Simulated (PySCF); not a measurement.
The complex [MnCl5]2- (charge -2) contains Mn(III), shell d4. The structure is a PBE0-D3(BJ)/def2-TZVP, IEF-PCM water geometry optimised for multiplicity 5; coordination trigonal bipyramidal, point group C2v, metal–donor distances 2.28–2.36 Å.

```
6

Mn    0.000    0.000    0.000
Cl   -0.005    0.000    2.276
Cl   -0.005    0.000   -2.276
Cl    2.353    0.000    0.000
Cl   -1.153    2.054    0.000
Cl   -1.153   -2.054    0.000
```

Method (PySCF 2.14, density fitting): CASSCF(4,5) with orbitals averaged over all microstates of the shell, strongly contracted NEVPT2 on the averaged canonical orbitals; basis x2c-TZVPall on the metal, x2c-SVPall elsewhere; spin-free X2C; IEF-PCM water; spin-orbit coupling by state interaction with the mean-field operator over all roots.

**Question.** Which term lies lowest, and with what spin?

**Answer.** 5A1 (S = 2, orbital degeneracy 1), orbital occupations from the lowest 1.0 1.0 1.0 1.0 0.0, by NEVPT2.

**Question.** Where do the spin-allowed transitions within the shell lie?

**Answer.** By NEVPT2: 5A1 at 14526 cm⁻¹ (688 nm); 5B2 at 14812 cm⁻¹ (675 nm); 5A2 at 18694 cm⁻¹ (535 nm); 5B1 at 18733 cm⁻¹ (534 nm). The strongest, at 14812 cm⁻¹, has f = 9.8e-04.

**Question.** Which is the lowest state of another spin?

**Answer.** 3B1 at 18344 cm⁻¹ by NEVPT2; CASSCF alone puts it at 20424 cm⁻¹ above the same ground state.

**Question.** Give the fitted ligand-field and repulsion parameters.

**Answer.** At CASSCF level (the NEVPT2 levels don't fit a ligand-field model well): orbital energies 0, 51, 1887, 2066, 12278 cm⁻¹; B = 1040 cm⁻¹; C = 3947 cm⁻¹; B over its free-ion value at the same level 0.848; rms of the fit 378 cm⁻¹; ζ = 314 cm⁻¹ (free ion 363).

**Question.** What are the magnetic parameters?

**Answer.** The ground multiplet follows a spin Hamiltonian with S = 2, g = 1.981, 1.982, 2.002, D = 2.67 cm⁻¹, E/|D| = 0.01 (spin-orbit part alone); the lowest levels hold 100 % of the spin-free ground state. μeff is 4.88 μB at 300 K and 4.79 μB at 10 K; the spin-only value is 4.90 μB.

Charge-transfer states lie outside this active space and may come lower than some of these levels. NEVPT2 lifts 5B2 from 11419 to 14812 cm⁻¹; on the d shell alone such lifts tend to overshoot. NEVPT2 on the d shell alone tends to put d–d bands too high for such charged or covalently bound ions. Gaps between spin states lean to high spin in this active space.

The job took 15 s on one thread of Arm Neoverse V1 (shared host), with 138 basis functions and a peak of 0.65 GiB, launched as `OMP_NUM_THREADS=1 python lf_run.py task.json out`.
